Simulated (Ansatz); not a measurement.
Frontier orbitals of `[F][Zr]([F])([F])[Cl]`.

Total charge 0; spin multiplicity 1. Correlated methods include outer-core shells of Zr, which these sets cover unevenly. Zr takes the def2 core potential. Geometry: relaxed with PBE0-D4/def2-TZVP. Basis def2-TZVPP, the Gaussian-basis code of Ansatz.

```csv
functional,HOMO (eV),LUMO (eV),gap (eV)
PBE,-8.52,-2.56,5.96
revPBE,-8.45,-2.45,6.00
r2SCAN,-8.92,-2.40,6.52
PBE0,-10.00,-1.71,8.29
B3LYP,-9.71,-1.97,7.74
ωB97M-V,-12.26,0.29,12.55
HF,-13.40,1.19,14.59
```

From PBE to PBE0 the HOMO moves by −1.47 eV and the LUMO by +0.85 eV, and with ωB97M-V by −3.74 and +2.86 eV, so the gap grows from 5.96 to 12.56 eV with exact exchange. A positive LUMO is unbound and depends on the basis.

B3LYP here is the variant with VWN-RPA as its local correlation; programs differ in this.
